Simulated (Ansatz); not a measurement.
Cost and result up the ladder for Ca2Te3 (the lowest singlet isomer of a short search) (5 atoms). Total charge 0; singlet. Geometry: PBE-D4/def2-SVP.

Cartesian coordinates in Å:
```
Ca 1.0798 -0.3695 1.3085
Ca -0.6232 -0.1643 -1.6123
Te -1.9289 0.2002 1.1383
Te 1.6162 -1.8972 -1.0756
Te -0.1439 2.2309 0.2412
```

Ansatz on 4 threads of Intel Xeon on a shared host. Times are rough, and most runs start from the orbitals of an earlier one. PBE0-D4/def2-TZVP serves as the yardstick here, not as an exact answer. Differences are given only for rows in sets of like size (and for xTB, whose basis is part of the method), since another set adds its own error. Binding counts from free atoms at the same level (Ca singlet, Te triplet; other spins of the atoms weren't run), without zero-point energy or a counterpoise term.

In the def2 sets Te takes a core potential; there is no spin–orbit coupling. B3LYP takes the VWN-RPA correlation. Correlated methods freeze 22 core orbitals; core or outer-core shells of Ca, Te are correlated, in sets that lack core-valence functions. The rows differ in basis, and correlated rows in double-zeta sets carry the largest basis error. The structure comes from a short search, and lower isomers may exist.

Correlated methods converge slowly with the basis, most of all in double-zeta sets.

```csv
level,functions,binding energy per atom (eV),difference from PBE0-D4/def2-TZVP (eV)
BHLYP-D4/def2-TZVP,222,2.42,-0.18
PBE0-D4/def2-SVP,126,2.60,–
MP2/def2-TZVP,222,2.40,-0.20
B3LYP-D4/def2-TZVP,222,2.48,-0.12
PBE-D4/def2-TZVP (with forces),222,2.68,0.08
r2SCAN-D4/def2-TZVP,222,2.70,0.10
CCSD(T)/def2-SVP,126,2.10,–
PBE0-D4/def2-TZVP,222,2.60,0.00
PBE-D4/def2-SVP,126,2.69,–
B97M-V/def2-TZVP,222,2.51,-0.09
```

Task: Estimate how long each takes.

Result: PBE-D4/def2-SVP 4.5 s; PBE0-D4/def2-SVP 8 s; PBE-D4/def2-TZVP (with forces) 11 s; B3LYP-D4/def2-TZVP 15 s; r2SCAN-D4/def2-TZVP 16 s; PBE0-D4/def2-TZVP 17 s; BHLYP-D4/def2-TZVP 19 s; MP2/def2-TZVP 20 s; B97M-V/def2-TZVP 26 s; CCSD(T)/def2-SVP 54 s. On shared hardware such times vary by a factor of up to 3.
